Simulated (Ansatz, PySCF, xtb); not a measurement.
Breaking the H–H spacing in H6 ring (multiplicity 1 held). Energies count from the point at 0.900 Å.
Geometry at that point (charge 0, multiplicity 1):
```csv
atom,x (Å),y (Å),z (Å)
H,0.9000,0.0000,0.0000
H,0.4500,0.7794,0.0000
H,-0.4500,0.7794,0.0000
H,-0.9000,0.0000,0.0000
H,-0.4500,-0.7794,0.0000
H,0.4500,-0.7794,0.0000
```

R- and RO- levels are restricted; in cc, def2 and unpolarised 6-31G sets they are followed outwards from rest. Unrestricted levels (U-) break spin symmetry where that is lower. Active spaces are followed from rest. Levels need not reach the same state.

Rows in 6-31G* carry no dispersion term and start afresh at each structure (6-31G* with six Cartesian d functions).

Run with Ansatz (a first-principles code) with Gaussian orbitals; PySCF for 6-31G* rows; xtb for the GFN methods. Each number belongs to the level named beside it. The GFN methods have no spin term and hold the electronic entropy of 300 K.

```
level                                energy at R = 3.600 Å (kcal/mol)
-----------------------------------  --------------------------------
GFN2-xTB                                                       283.40
U-PBE/cc-pVTZ                                                  254.17
R-BP86/6-31G*                                                  380.10
R-wB97X-V/cc-pVTZ                                              494.89
U-MP2/cc-pVTZ                                                     [?]
U-SCS-MP2/cc-pVTZ                                                 [?]
U-CCSD/cc-pVTZ                                                 246.40
FIC-MRCISD on CASSCF(6,6)/cc-pVTZ                              247.11
FIC-MRCISD+Q on CASSCF(6,6)/cc-pVTZ                            248.85
```

Task: Fill in the missing entries.

Result: 
- U-MP2/cc-pVTZ, energy at R = 3.600 Å (kcal/mol): 234.69
- U-SCS-MP2/cc-pVTZ, energy at R = 3.600 Å (kcal/mol): 240.66

Doubts at one or more of the structures used: a spin-contaminated determinant (U-PBE/cc-pVTZ, U-MP2/cc-pVTZ, U-SCS-MP2/cc-pVTZ, U-CCSD/cc-pVTZ); a restricted determinant that unrestricted orbitals would lower (R-BP86/6-31G*, R-wB97X-V/cc-pVTZ).
